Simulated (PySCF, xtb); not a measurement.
C3H6BNO, SMILES C#CB(N)OC. Other conformers were not sampled.

Harmonic wavenumbers (cm⁻¹) from GFN2-xTB (xtb) at its own minimum, in rising order: 34, 117, 153, 197, 236, 368, 431, 502, 521, 535, 672, 686, 695, 800, 1077, 1140, 1147, 1260, 1336, 1418, 1478, 1484, 1514, 2223, 2936, 2948, 2961, 3356, 3523, 3572.

**Question.** What does PySCF with PBE-D3(BJ)/def2-SVP give at its own minimum? (Estimate from the structure and the level; the computed values follow.)

**Answer.** 64, 126, 139, 230, 257, 377, 391, 523, 544, 617, 666, 678, 693, 818, 1096, 1145, 1147, 1290, 1363, 1420, 1422, 1450, 1536, 2112, 2940, 3025, 3033, 3395, 3535, 3654. Paired by order, the mean absolute difference is 30 cm⁻¹ and the zero-point energies are 56.2 and 56.7 kcal/mol.
